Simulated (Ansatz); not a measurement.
One change: `[OH][Mo]([OH])([F])([F])([F])[Cl]` becomes `[OH][Mo]([OH])([F])([F])([F])[F]`.

Ansatz, PBE0-D4/def2-TZVP geometries, multiplicity 1. Each molecule was computed in one conformer, which needn't be the lowest.

Elements past krypton have def2 core potentials.

| property | `[OH][Mo]([OH])([F])([F])([F])[Cl]` |
| --- | --- |
| HOMO–LUMO gap (ωB97M-V/def2-TZVPP) / eV | 9.03 |
| HOMO energy (PBE0/def2-TZVPP) / eV | -9.42 |
| HOMO–LUMO gap (B3LYP/def2-TZVPP) / eV | 4.32 |
| LUMO energy (PBE/def2-TZVPP) / eV | -5.09 |
| size of the dipole moment (B3LYP/def2-TZVPP) / D | 2.68 |
| size of the dipole moment (ωB97M-V/def2-TZVPP) / D | 2.83 |

Question: What does the change do to each property? (Estimate.)

Answer: The calculation gave: 
```tsv
property	`[OH][Mo]([OH])([F])([F])([F])[F]`	shift
HOMO–LUMO gap (ωB97M-V/def2-TZVPP) / eV	10.76	1.73
HOMO energy (PBE0/def2-TZVPP) / eV	-10.68	-1.26
HOMO–LUMO gap (B3LYP/def2-TZVPP) / eV	5.68	1.36
LUMO energy (PBE/def2-TZVPP) / eV	-4.98	0.11
size of the dipole moment (B3LYP/def2-TZVPP) / D	3.12	0.44
size of the dipole moment (ωB97M-V/def2-TZVPP) / D	3.11	0.28
```

With PBE0 the HOMO falls by 1.26 eV and the LUMO rises by 0.14 eV, so the gap widens by about 1.40 eV. PBE moves the HOMO by -0.89 eV and ωB97M-V by -1.48 eV. Dipoles are sizes alone; their direction can turn.

B3LYP here is the variant with VWN-RPA as its local correlation; programs differ in this.
